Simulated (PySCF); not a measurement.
PySCF input file for Al(F)(H)(SH) (AlFH2S), SMILES [F][AlH][SH], TDDFT-ωB97X/def2-SVPD. The structure is a stationary point at ωB97X-D3(BJ)/def2-TZVP. Other conformers were not sampled.

```python
import numpy as np
from pyscf import gto, scf, dft, tdscf

mol = gto.M(
    atom='''
    Al   -0.51044338    0.58977941    0.00000000
    F     0.60863085    1.80402218    0.00000000
    H    -2.03707222    0.93747849    0.00000000
    S     0.26057203   -1.43032568    0.00000000
    H    -0.97399397   -1.95559960    0.00000000
    ''',
    basis='def2-SVPD',
    charge=0,
    spin=0,
    symmetry=True,
    max_memory=1600,
    verbose=4,
)
mf = dft.RKS(mol, xc='wb97x').density_fit(auxbasis='def2-universal-jkfit')
mf.grids.level = 3
mf.conv_tol = 1e-9
mf.max_cycle = 100
mf.kernel()
mf.grids = dft.Grids(mol).set(level=1).build(with_non0tab=True)  # coarser grid for the response kernel
td = tdscf.TDDFT(mf)
td.singlet = True
td.nstates = 10
td.conv_tol = 1e-4
td.kernel(x0=td.get_init_guess(mf, 15))
td.analyze()
tt = tdscf.TDA(mf)
tt.singlet = False
tt.nstates = 4
tt.conv_tol = 1e-4
tt.kernel(x0=tt.get_init_guess(mf, 9))
tt.analyze(verbose=3)
```

It prints:

```
PySCF version 2.14.0

[INPUT] verbose = 4
[INPUT] num. atoms = 5
[INPUT] num. electrons = 40
[INPUT] charge = 0
[INPUT] spin (= nelec alpha-beta = 2S) = 0
[INPUT] symmetry True subgroup None
[INPUT] Mole.unit = angstrom
[INPUT] Symbol           X                Y                Z      unit          X                Y                Z       unit  Magmom
[INPUT]  1 Al    -0.510443380000   0.589779410000   0.000000000000 AA   -0.964598190297   1.114521558808   0.000000000000 Bohr   0.0
[INPUT]  2 F      0.608630850000   1.804022180000   0.000000000000 AA    1.150145617461   3.409107842841   0.000000000000 Bohr   0.0
[INPUT]  3 H     -2.037072220000   0.937478490000   0.000000000000 AA   -3.849508591760   1.771577593771   0.000000000000 Bohr   0.0
[INPUT]  4 S      0.260572030000  -1.430325680000   0.000000000000 AA    0.492409772422  -2.702923804132   0.000000000000 Bohr   0.0
[INPUT]  5 H     -0.973993970000  -1.955599600000   0.000000000000 AA   -1.840581850278  -3.695547653309   0.000000000000 Bohr   0.0

nuclear repulsion = 130.803760054695
point group symmetry = Cs
symmetry origin: [ 0.00000000e+00 -1.88972606e-09  0.00000000e+00]
symmetry axis x: [ 1.00000000e+00 -1.26595432e-10  0.00000000e+00]
symmetry axis y: [1.26595432e-10 1.00000000e+00 0.00000000e+00]
symmetry axis z: [0. 0. 1.]
num. orbitals of irrep A' = 64
num. orbitals of irrep A" = 26
number of shells = 38
number of NR pGTOs = 140
number of NR cGTOs = 90
basis = def2-SVPD
ecp = {}


[settings echo left out]
init E= -741.348061146629
HOMO (A") = -0.354596934976281  LUMO (A') = -0.020281729903378  gap/eV = 9.09718
cycle= 1 E= -741.403227784886  delta_E= -0.0552  |g|= 0.599  |ddm|= 2.12
HOMO (A") = -0.36602013381313  LUMO (A") = 0.0157615462631857  gap/eV = 10.38881
cycle= 2 E= -741.403072168974  delta_E= 0.000156  |g|= 0.716  |ddm|= 0.939
HOMO (A") = -0.382837340519929  LUMO (A") = 0.0251444029258114  gap/eV = 11.10175
cycle= 3 E= -741.484139367285  delta_E= -0.0811  |g|= 0.0486  |ddm|= 0.419
HOMO (A") = -0.389786006735176  LUMO (A") = 0.0327888143256603  gap/eV = 11.49885
cycle= 4 E= -741.484926587105  delta_E= -0.000787  |g|= 0.0177  |ddm|= 0.093
HOMO (A") = -0.385475140772976  LUMO (A") = 0.033344377773497  gap/eV = 11.39666
cycle= 5 E= -741.48506195663  delta_E= -0.000135  |g|= 0.0032  |ddm|= 0.0342
HOMO (A") = -0.386311124767581  LUMO (A") = 0.032969951775712  gap/eV = 11.40922
cycle= 6 E= -741.485067545665  delta_E= -5.59e-06  |g|= 0.000784  |ddm|= 0.0071
HOMO (A") = -0.386152620224978  LUMO (A") = 0.032955195459861  gap/eV = 11.40450
cycle= 7 E= -741.485068036254  delta_E= -4.91e-07  |g|= 0.000205  |ddm|= 0.00203
HOMO (A") = -0.386208411944264  LUMO (A") = 0.0329439871396282  gap/eV = 11.40572
cycle= 8 E= -741.485068074247  delta_E= -3.8e-08  |g|= 5.26e-05  |ddm|= 0.000568
HOMO (A") = -0.386207892486449  LUMO (A") = 0.0329446248892782  gap/eV = 11.40572
cycle= 9 E= -741.485068077376  delta_E= -3.13e-09  |g|= 1.42e-05  |ddm|= 0.000156
HOMO (A") = -0.386207682058674  LUMO (A") = 0.0329448360073981  gap/eV = 11.40572
cycle= 10 E= -741.485068077604  delta_E= -2.28e-10  |g|= 3.39e-06  |ddm|= 4.58e-05
HOMO (A") = -0.386208203771049  LUMO (A") = 0.0329444086983153  gap/eV = 11.40572
Extra cycle  E= -741.485068077612  delta_E= -8.41e-12  |g|= 1.75e-06  |ddm|= 7.68e-06
converged SCF energy = -741.485068077612
tot grids = 22912


******** <class 'pyscf.tdscf.rks.TDDFT'> for <class 'pyscf.df.df_jk.DFSymAdaptedRKS'> ********
nstates = 10 singlet
deg_eia_thresh = 1.000e-03
wfnsym = None
conv_tol = 0.0001
eigh lindep = 1e-12
eigh level_shift = 0
eigh max_cycle = 100


Excitation energies (eV)
[6.62546213 6.71604226 6.86307704 6.88023019 7.85989578 7.98433609
 8.257511   8.70667487 8.92931991 9.05140469]

** Singlet excitation energies and oscillator strengths **
Excited State   1:   A'      6.62546 eV    187.13 nm  f=0.0571
      19 -> 24       -0.10027
      20 -> 21       -0.67266
Excited State   2:   A"      6.71604 eV    184.61 nm  f=0.0384
      19 -> 21        0.27825
      20 -> 22        0.49565
      20 -> 23       -0.25704
      20 -> 25       -0.28445
Excited State   3:   A"      6.86308 eV    180.65 nm  f=0.0014
      19 -> 21        0.37422
      20 -> 22        0.14383
      20 -> 23        0.42983
      20 -> 24       -0.22086
      20 -> 25        0.26216
      20 -> 32        0.10163
Excited State   4:   A"      6.88023 eV    180.20 nm  f=0.0806
      19 -> 21       -0.51238
      20 -> 22        0.38803
      20 -> 23        0.16777
      20 -> 24       -0.19345
Excited State   5:   A"      7.85990 eV    157.74 nm  f=0.0038
      20 -> 23       -0.37153
      20 -> 24       -0.42019
      20 -> 25        0.27061
      20 -> 26       -0.13835
      20 -> 27        0.16539
      20 -> 30        0.16162
      20 -> 32       -0.15118
Excited State   6:   A'      7.98434 eV    155.28 nm  f=0.1713
      19 -> 22       -0.60999
      19 -> 25        0.26088
      19 -> 27        0.10352
Excited State   7:   A'      8.25751 eV    150.15 nm  f=0.0712
      19 -> 22        0.14150
      19 -> 23        0.64075
      19 -> 25        0.13183
Excited State   8:   A'      8.70667 eV    142.40 nm  f=0.4686
      19 -> 24        0.54013
      19 -> 25       -0.27909
      19 -> 26        0.13904
      19 -> 27       -0.15871
      20 -> 21       -0.10821
Excited State   9:   A"      8.92932 eV    138.85 nm  f=0.0241
      18 -> 21        0.49236
      20 -> 24       -0.20307
      20 -> 26        0.40359
Excited State  10:   A"      9.05140 eV    136.98 nm  f=0.0534
      18 -> 21       -0.39210
      20 -> 23       -0.12754
      20 -> 25        0.11529
      20 -> 26        0.48583
      20 -> 27       -0.15180

** Transition electric dipole moments (AU) **
state          X           Y           Z        Dip. S.      Osc.
  1         0.1912     -0.5617      0.0000      0.3521      0.0571
  2        -0.0000      0.0000      0.4828      0.2331      0.0384
  3         0.0000     -0.0000      0.0917      0.0084      0.0014
  4        -0.0000      0.0000      0.6913      0.4779      0.0806
  5         0.0000      0.0000      0.1408      0.0198      0.0038
  6         0.6031     -0.7156     -0.0000      0.8758      0.1713
  7        -0.4881      0.3369     -0.0000      0.3517      0.0712
  8         0.6373     -1.3382      0.0000      2.1970      0.4686
  9        -0.0000     -0.0000      0.3322      0.1104      0.0241
 10         0.0000      0.0000     -0.4907      0.2408      0.0534

** Transition velocity dipole moments (imaginary part, AU) **
state          X           Y           Z        Dip. S.      Osc.
  1         0.0461     -0.1381     -0.0000      0.0212      0.0580
  2        -0.0000      0.0000      0.1184      0.0140      0.0379
  3        -0.0000      0.0000      0.0221      0.0005      0.0013
  4        -0.0000      0.0000      0.1702      0.0290      0.0764
  5         0.0000      0.0000      0.0417      0.0017      0.0040
  6         0.1803     -0.2142      0.0000      0.0784      0.1781
  7        -0.1467      0.1055      0.0000      0.0326      0.0717
  8         0.2071     -0.4345      0.0000      0.2317      0.4828
  9        -0.0000     -0.0000      0.1226      0.0150      0.0305
 10         0.0000     -0.0000     -0.1578      0.0249      0.0499

** Transition magnetic dipole moments (imaginary part, AU) **
state          X           Y           Z
  1         0.0000     -0.0000     -0.1524
  2         0.9615      0.2734     -0.0000
  3         0.6276      0.9114     -0.0000
  4        -0.4290     -0.7497     -0.0000
  5        -0.0821      0.2529     -0.0000
  6        -0.0000      0.0000     -0.0552
  7        -0.0000      0.0000     -1.3027
  8         0.0000      0.0000     -1.4650
  9        -0.0137     -0.7139      0.0000
 10        -0.3167      0.5938     -0.0000


******** <class 'pyscf.tdscf.rks.TDA'> for <class 'pyscf.df.df_jk.DFSymAdaptedRKS'> ********
nstates = 4 triplet
deg_eia_thresh = 1.000e-03
wfnsym = None
conv_tol = 0.0001
eigh lindep = 1e-12
eigh level_shift = 0
eigh max_cycle = 100


Excitation energies (eV)
[5.95169543 6.33359577 6.42420623 6.63160383]

** Triplet excitation energies and oscillator strengths **
Excited State   1:   A'      5.95170 eV    208.32 nm  f=0.0000
Excited State   2:   A"      6.33360 eV    195.76 nm  f=0.0000
Excited State   3:   A"      6.42421 eV    193.00 nm  f=0.0000
Excited State   4:   A"      6.63160 eV    186.96 nm  f=0.0000
```

The run converged.

Cost: around 60 core-seconds (rough).
